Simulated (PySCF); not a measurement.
neopentane (C5H12), singlet, geometry from GFN2-xTB. Base run: PySCF with DF-HF/STO-3G.

Input for PySCF:
```python
from pyscf import gto, scf

mol = gto.M(
    atom='''
C    -0.34215524   -0.44093178    1.42464201
C     0.00000000   -0.00000000    0.00000000
C     0.14029710    1.52302017   -0.04268716
C    -1.11651382   -0.43618167   -0.95091448
C     1.31837196   -0.64590671   -0.43104038
H    -1.27791688    0.00855262    1.74994028
H    -0.44624317   -1.52262297    1.47577845
H     0.44101505   -0.13950486    2.11695060
H     0.38391316    1.85675159   -1.04905668
H    -0.78835260    2.00145569    0.26098084
H     0.93057933    1.85339821    0.62799115
H    -2.06369048    0.01337275   -0.66063489
H    -1.23201677   -1.51780284   -0.93479673
H    -0.89142473   -0.13133135   -1.97067241
H     1.23876228   -1.73061949   -0.40725903
H     2.12602050   -0.34750138    0.23391312
H     1.57935432   -0.34414799   -1.44313471
''',
    basis='sto-3g',
    verbose=4,
)

mf = scf.RHF(mol)
mf = mf.density_fit(auxbasis='def2-universal-jkfit')
mf.kernel()
mf.analyze()
```

The base run was repeated with changes; each row names its change, and settings that it needs were set with it.

| change | basis functions | E (Eh) | HOMO (eV) | HOMO-LUMO gap (eV) |
|---|---|---|---|---|
| base | 37 | -194.04612 | -11.20 | 27.61 |
| basis = pcseg-0 | 69 | -195.78096 | -12.36 | 17.25 |
| basis = LANL2DZ | 69 | -196.27327 | -12.19 | 18.75 |
| basis = 3-21G | 69 | -195.25637 | -12.15 | 18.66 |
| basis = 6-31G* | 94 | -196.33241 | -12.26 | 17.99 |
| basis = 6-31G** | 130 | -196.35193 | -12.23 | 17.96 |
| basis = def2-SVP | 130 | -196.19630 | -12.35 | 16.79 |
| basis = cc-pVDZ | 130 | -196.34729 | -12.25 | 16.91 |
| basis = 6-311++G** | 194 | -196.38507 | -12.29 | 13.40 |
| basis = 6-311+G(2d,p) | 207 | -196.39048 | -12.30 | 14.21 |
| basis = aug-pcseg-1 | 223 | -196.29285 | -12.31 | 13.17 |
| basis = aug-cc-pVDZ | 223 | -196.35462 | -12.26 | 13.27 |
| basis = def2-TZVP | 227 | -196.40474 | -12.29 | 15.77 |

Totals compare only among sets that treat the same electrons; sets with core potentials leave the core out.
